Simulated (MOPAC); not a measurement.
Protons, H atoms and electrons added to or taken from C1CCOC1. All species are isolated molecules in the gas phase. One relaxed conformer stands for each flexible species; it need not be the lowest. Strings in code marks are SMILES.

Quantity: electronic energy of isomers of C4H7O, doublet states, relative to `[CH]1CCCO1`, in eV. Semi-empirical values (MOPAC) are differences of heats of formation.

Case: `[CH]1CCOC1`. Geometry of `C1COC[CH]1` (neutral, multiplicity 2, Å):

```xyz
12

C      0.2971    -1.0482    -0.2805
C     -1.0273    -0.4321    -0.0178
C     -0.6365     1.0361     0.1506
O      0.6823     1.0220     0.6625
C      1.3583    -0.0686     0.0624
H      0.4734    -2.0537    -0.6339
H     -1.4822    -0.8246     0.9039
H     -1.7527    -0.5878    -0.8223
H     -1.2622     1.5868     0.8542
H     -0.6642     1.5501    -0.8217
H      1.9133     0.2659    -0.8337
H      2.1007    -0.4460     0.7763
```

### Question
Give the electronic energy of isomers of C4H7O, doublet states, relative to `[CH]1CCCO1` at the level PM7 // PBE0-D4/def2-TZVP (MOPAC).

### Answer
0.152 eV.
